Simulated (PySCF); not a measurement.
# GeH₂ + Cl₂ → GeHCl + HCl

Level: PBE0 in the def2-TZVP basis family, all electrons, no relativity, computed in PySCF with density fitting; open shells unrestricted.

| species | state and structure | E (Eh) | ZPE (kJ/mol) | H(298 K) − H(0) (kJ/mol) | S° (J/(mol K)) |
| --- | --- | --- | --- | --- | --- |
| GeH₂ | singlet, C2v, Ge–H 1.594 Å (×2); H–Ge–H 90.6° | -2077.87561 | 28.7 | 10.0 | 220.6 |
| Cl₂ | singlet, D∞h, Cl–Cl 1.982 Å | -920.08940 | 3.5 | 9.1 | 222.5 |
| GeHCl | singlet, Cs, Ge–Cl 2.183 Å, Ge–H 1.601 Å; Cl–Ge–H 93.7° | -2537.41332 | 18.2 | 11.0 | 264.4 |
| HCl | singlet, C∞v, H–Cl 1.279 Å | -460.66440 | 17.9 | 8.7 | 186.6 |

Q: What is the electronic reaction energy?

A: At PBE0/def2-TZVP, ΔE = -295.9 kJ/mol from the differences of the total energies times 2625.5, downhill. 

Q: Add zero-point, thermal and entropy terms for 298.15 K and 1 bar.

A: ΔZPE = 3.9 and Δ[H(298) − H(0)] = 0.6 kJ/mol give ΔH° = -291.4 kJ/mol. ΔS° = 7.9 J/(mol K), so ΔG° = -291.4 − 298.15 × (0.0079) = -294 kJ/mol.

Each species is the lowest minimum found with this bonding; other isomers or fragments can lie lower.
